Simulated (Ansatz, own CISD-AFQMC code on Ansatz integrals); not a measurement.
C2H7B, SMILES `BCC` (charge 0, multiplicity 1).

Cartesian coordinates (Å):
```xyz
10

B      1.4397     0.0262     0.2823
C      0.0995    -0.3730    -0.3939
C     -1.1860     0.2928     0.1021
H      2.4626    -0.4545    -0.1054
H      1.4856     0.7994     1.1931
H      0.2211    -0.2318    -1.4784
H      0.0277    -1.4693    -0.3067
H     -1.3388     0.1051     1.1668
H     -2.0685    -0.0706    -0.4286
H     -1.1428     1.3757    -0.0312
```
Charge 0, multiplicity 1.

Frozen-core correlation energies in cc-pVDZ at a geometry from B3LYP-D3(BJ)/def2-TZVP, on an HF energy of -104.48089 Ha (<S^2> = 0.00). Wave-function levels are from Ansatz, the walk from an own CISD-AFQMC code on Ansatz integrals (time step 0.005/Ha, trial state from CCSD amplitudes, largest double 0.03).

```json
[
 {"level": "MP2", "correlation energy (mHa)": "-376.7"},
 {"level": "CCSD", "correlation energy (mHa)": "-426.3"},
 {"level": "CCSD(T)", "correlation energy (mHa)": "-437.4"}
]
```

Task: What correlation energy does phaseless AFQMC give, and where does it lie among these levels?

Result: -439.1 ± 0.3 mHa (one standard error). AFQMC minus each level: MP2 -62.4 mHa, CCSD -12.7 mHa, CCSD(T) -1.7 mHa.
